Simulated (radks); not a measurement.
Results of a calculation; reference values are marked as such.
Problem. Orbital eigenvalues (eV) of neutral cerium, [Xe] 4f1 5d1 6s2, of relativity; Dirac values are averaged over j with weights 2j + 1. Spin-unpolarised spherical Kohn-Sham, PBE, point nucleus unless stated (finite: rms radius 4.8771 fm), a radial shooting solver on a logarithmic mesh with Libxc functionals. A level marked "c x" has the speed of light scaled by that factor and shares open shells by 2j + 1; other Dirac levels either fill j = l - 1/2 first or share by 2j + 1.

| shell | non-rel. |
|---|---|
| 2p | -5632.5 |
| 3s | -1281.1 |
| 3p | -1141.6 |
| 3d | -881.90 |
| 4s | -257.44 |
| 4p | -205.38 |
| 4d | -114.11 |
| 5s | -37.181 |
| 5p | -23.061 |
| 4f | -8.9175 |
| 5d | -3.7063 |
| 6s | -3.5214 |

Give the values at the level "Dirac, c x 1.5".

Solution. 
shell  Dirac, c x 1.5  change of magnitude (%)
2p            -5695.6                    +1.12
3s            -1325.2                    +3.44
3p            -1156.1                    +1.27
3d            -876.37                    -0.63
4s            -267.09                    +3.75
4p            -207.94                    +1.24
4d            -112.47                    -1.44
5s            -38.563                    +3.72
5p            -23.150                    +0.39
4f            -7.3321                   -17.78
5d            -3.4166                    -7.82
6s            -3.6110                    +2.54
